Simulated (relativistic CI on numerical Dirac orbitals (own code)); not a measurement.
Energy levels of Sn44+

Method of calculation: Dirac-Coulomb-Breit CI, orbitals from a KLI potential per configuration, a model potential for QED, unscaled Slater integrals (own radial code, finite nucleus).

Configuration list (outside the closed core 1s2): 2s2 2p2, 2s 2p3, 2p4, 2p3 3s, 2p3 3p, 2p3 3d, 2s2 2p 3s, 2s2 2p 3p, 2s2 2p 3d, 2s 2p2 3s, 2s 2p2 3p, 2s 2p2 3d, 2s2 2p 4s, 2s2 2p 4p, 2s2 2p 4d, 2s2 2p 4f. Levels of other configurations are missing.

The lowest level is 2s2 2p2 3P_0, with 72 % of that term; Hund's rules for 2s2 2p2 give 3P with J = 0, in agreement.

```csv
No.,Configuration,Term,J,E (Ry),%,Next component (%),Lifetime (s)
1,2s2 2p2,3P,0,0.000,72,28 1S,
2,2s2 2p2,3P,1,17.163,100,,1.18e-08
3,2s2 2p2,1D,2,18.259,61,38 3P,1.06e-05
4,2s 2p3(2P°),3P°,2,29.331,42,39 5S°,9.12e-11
5,2s 2p3(2D°),3D°,1,33.534,39,24 1P°,2.06e-12
6,2s2 2p2,3P,2,36.235,61,38 1D,4.79e-09
7,2s2 2p2,1S,0,38.925,70,28 3P,3.58e-09
8,2s 2p3(2D°),3D°,2,45.592,49,44 5S°,9.32e-12
9,2s 2p3(2D°),3D°,3,47.975,100,,1.01e-11
10,2s 2p3(2P°),3P°,0,50.429,100,,2.46e-12
11,2s 2p3(4S°),3S°,1,51.409,40,39 3D°,1.37e-12
12,2s 2p3(2D°),1D°,2,52.174,71,22 3D°,1.34e-12
13,2s 2p3(2P°),3P°,1,52.460,48,31 1P°,1.53e-12
14,2p4,3P,2,65.470,71,28 1D,1.37e-12
15,2s 2p3(2P°),3P°,2,67.743,51,21 1D°,2.48e-12
16,2p4,1S,0,68.449,58,41 3P,1.09e-12
17,2s 2p3(2P°),1P°,1,71.599,43,27 3S°,9.26e-13
18,2p4,3P,1,83.247,100,,8.62e-13
19,2p4,1D,2,84.424,71,29 3P,9.54e-13
20,2p4,3P,0,103.725,59,40 1S,6.56e-13
21,2s2 2p 3s,3P°,0,311.129,99,1 2s 2p2 3p 3P°,2.70e-14
22,2s2 2p 3s,3P°,1,311.324,67,32 1P°,2.10e-14
23,2s2 2p 3p,3D,1,314.888,73,23 1P,1.91e-12
24,2s2 2p 3p,3P,0,316.853,69,29 1S,4.94e-13
25,2s2 2p 3p,3P,1,320.461,35,23 3S,9.67e-14
26,2s2 2p 3p,3D,2,321.060,56,28 1D,1.16e-12
27,2s 2p2(3P)<4P> 3s,5P,1,322.632,43,19 3S,3.85e-14
28,2s 2p2(3P)<4P> 3s,3P,0,323.782,73,26 1S,2.93e-14
29,2s2 2p 3d,3F°,2,324.193,74,20 1D°,1.94e-14
30,2s2 2p 3d,3D°,1,325.244,40,23 1P°,2.20e-15
```

Energies count from the lowest computed level; ° marks odd parity; lifetimes are radiative, by E1, M1, E2, M2 decay to levels of this space only. Percentages are summed over parent terms; the parents shown are those of the largest component, closed shells are left out there, and <> holds an intermediate term.

The mean weight of the leading LS term, summed over parents, in these 30 levels is 64 %, and that of the leading jj configuration (from the same eigenvectors) 96 %, so jj coupling describes them better and the LS labels are nominal.

At this charge energies of transitions that change n are usually good to better than 1 %, and those within a shell (Δn = 0) to a few per cent.

LS names give the leading component of a level, which can be under half, so a name can repeat, a term be missing and a line seem to break the LS rules.
